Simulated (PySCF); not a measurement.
Computed IR spectrum (relative IR intensity) of a molecule C₄H₇FO. The structure is a stationary point at PBE-D3(BJ)/def2-SVP. One conformer was computed; it need not be the lowest. These are PBE-D3(BJ)/def2-SVP (PySCF) values and carry that method's errors. Harmonic, unscaled wavenumbers; measured fundamentals usually lie a few per cent lower.

```
ν (cm⁻¹)  relative intensity
--------  ------------------
71                       3.7
166                      4.7
256                       79
332                       85
349                      4.4
410                      5.7
510                       23
777                       15
838                       15
863                      5.1
934                       26
963                       61
993                      5.9
1039                      95
1055                      38
1061                      32
1100                      21
1156                      37
1193                      50
1204                      21
1284                      19
1325                     7.2
1354                     3.8
1378                      62
1426                     5.9
1446                      80
2901                     100
3002                      27
3065                     8.5
3070                     6.3
3072                      23
3702                      26
```

Task: Identify the compound among the candidates.
A. C[C@@H](F)CC=O
B. C[C@H]1[C@@H](O)[C@@H]1F
C. OC[C@H]1C[C@@H]1F
D. CO/C(C)=C\F

Result: C, OC[C@H]1C[C@@H]1F
